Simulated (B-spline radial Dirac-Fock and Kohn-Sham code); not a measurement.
# Fe²⁺ in Watson spheres of different radius

These are calculated numbers from an atomic code on a B-spline grid; the model is Dirac-Fock ΔSCF + Breit + QED. The ion, [Ar] 3d6, sits in a hollow sphere of charge Q = -2, a simple model of the Madelung potential. Inside the sphere an electron's potential energy is raised by the constant 14.40·|Q|/R eV, so binding energies fall by about that much as long as the orbitals stay inside.

| radius (Å) | 14.40 |Q|/R (eV) | 1s (eV) | 2s (eV) | 2p1/2 (eV) | 2p3/2 (eV) | 3s (eV) | 3p1/2 (eV) | 3p3/2 (eV) | 3d (eV) |
| --- | --- | --- | --- | --- | --- | --- | --- | --- | --- |
| 1.6 | 18.00 | 7127.0 | 864.4 | 737.0 | 724.8 | 111.9 | 72.96 | 71.45 | 13.79 |
| 2.2 | 13.09 | 7131.8 | 869.2 | 741.8 | 729.7 | 116.8 | 77.80 | 76.29 | 18.63 |

From the smallest to the largest radius 1s moves by +4.8 eV, while the constant potential alone would give +4.9 eV; the difference comes from charge outside the sphere and its screening.
